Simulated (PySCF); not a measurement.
CHO, SMILES [O+]#C, charge +1. Atoms are numbered in the order given.

```xyz
3

C      0.0000     0.0000     0.5157
O      0.0000     0.0000    -0.5883
H      0.0000     0.0000     1.6126
```
Charge +1, spin multiplicity 1.

Coordinates come from a r2SCAN-D4/def2-TZVPD optimisation.

All values below come from PBE/pcJ-2 in PySCF.

Isotropic couplings with Fermi-contact, spin-dipole and both spin-orbit terms, one fixed conformer, no vibrational averaging. Isotopes: 13C, 1H.

Computed spin–spin coupling constants:
```json
[
 {"pair": "C1–H3", "bonds apart": "1", "J (Hz)": "362.7"}
]
```
